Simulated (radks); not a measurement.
The numbers below are computed, except where a source is named.
Q: The mean radii <r> (bohr) of the occupied orbitals of an atom or ion are listed with their occupations. Level of theory: scalar-relativistic Kohn-Sham, PBEsol, spin-polarised, spherical densities, point nucleus (a radial shooting solver on a logarithmic mesh with Libxc functionals).

| orbital | occ. | <r> |
|---|---|---|
| 1s up | 1 | 0.1114 |
| 1s down | 1 | 0.1114 |
| 2s up | 1 | 0.5683 |
| 2s down | 1 | 0.5675 |
| 2p up | 3 | 0.5371 |
| 2p down | 3 | 0.5357 |
| 3s up | 1 | 1.939 |
| 3p up | 1 | 2.212 |
| 4p up | 1 | 5.873 |

Name the element and its charge. Open shells, if any, are filled with parallel spins first.

A: Z = 14, silicon, charge +1: Si+ in [Ne] 3s1 3p1 4p1. The 1s radius gives Z: for a bare nucleus <r> = (2 gamma + 1)/(2Z) with gamma = sqrt(1 - (Z/c)^2), 0.1068 bohr for Z = 14, and screening makes it slightly larger (0.1114 here). The occupations add up to 13, and the charge is Z minus that.
